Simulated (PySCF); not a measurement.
PBE0 on Si⁻ (silicon, charge -1), [Ne] 3s2 3p3, high-spin 4S determinant. Calculation: PySCF 2.14, in dyall-av2z (13s9p2d, 50 functions); the non-relativistic Hamiltonian (point nucleus).

```
cycle= 1 E= -289.304921824935  delta_E= -0.00499  |g|= 0.0101  |ddm|= 0.0927
cycle= 2 E= -289.30497921394  delta_E= -5.74e-05  |g|= 0.00588  |ddm|= 0.0408
cycle= 3 E= -289.305017039656  delta_E= -3.78e-05  |g|= 0.0022  |ddm|= 0.0167
cycle= 4 E= -289.3050190882  delta_E= -2.05e-06  |g|= 0.000211  |ddm|= 0.00289
cycle= 5 E= -289.305019133504  delta_E= -4.53e-08  |g|= 3.15e-05  |ddm|= 0.000719
cycle= 6 E= -289.305019134785  delta_E= -1.28e-09  |g|= 1.75e-06  |ddm|= 0.000124
cycle= 7 E= -289.305019134788  delta_E= -3.58e-12  |g|= 2.64e-07  |ddm|= 6.15e-06
converged SCF energy = -289.305019134788  <S^2> = 3.7502764  2S+1 = 4.0001382
```

Highest occupied orbital energy: 0.365 eV; ⟨L²⟩ = 0.00; populations by l: s 6.00, p 9.00, d 0.00.

(1) Can this result be used?

Results:

(1) With care. The calculation finished and met its thresholds. At PBE0 the highest occupied level has a positive energy, so only the finite basis holds that electron; in a semilocal or global hybrid functional this comes from self-interaction and does not mean that the real anion is unbound.
